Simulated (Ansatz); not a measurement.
Si4O (the lowest singlet isomer of a short search) was relaxed with PBE0-D4 (def2-SVP) in Ansatz in these states: neutral quintet, neutral singlet, neutral triplet. The geometries follow in no particular order.

A:

```xyz
5

O    -0.643   -1.234   -1.120
Si   -0.188    1.495    0.645
Si    1.723    0.295    1.426
Si   -1.459    0.287   -0.927
Si    0.567   -0.843   -0.024
```

B:

```xyz
5

O    -0.2327    0.3862    1.5417
Si    1.1066   -0.4438   -1.3018
Si   -1.0203    0.7706   -1.6248
Si    1.2722   -0.1932    1.0432
Si   -1.1259   -0.5199    0.3417
```

C:

```csv
atom,x (Å),y (Å),z (Å)
O1,-0.9726,-1.3633,-0.6859
Si2,0.0933,1.4195,0.8043
Si3,2.2442,0.6677,0.1362
Si4,-1.8694,-0.1534,0.1330
Si5,0.5045,-0.5705,-0.3877
```

**Question.** Judge from the bond lengths which geometry belongs to which state (an estimate).

**Answer.** A is the neutral triplet (Si2–Si5 2.546 Å, Si2–Si4 2.355 Å, Si3–Si5 2.175 Å); B is the neutral quintet (Si2–Si5 2.773 Å, Si2–Si4 2.364 Å, Si3–Si5 2.355 Å); C is the neutral singlet (Si2–Si5 2.356 Å, Si2–Si4 2.603 Å, Si3–Si5 2.199 Å).

At PBE0-D4/def2-TZVP a singlet lies 0.91 eV below the neutral triplet. At PBE0-D4/def2-TZVP a singlet lies 1.63 eV below the neutral quintet. These are the stationary points nearest to one start from a short search; other shapes may lie lower in each state.
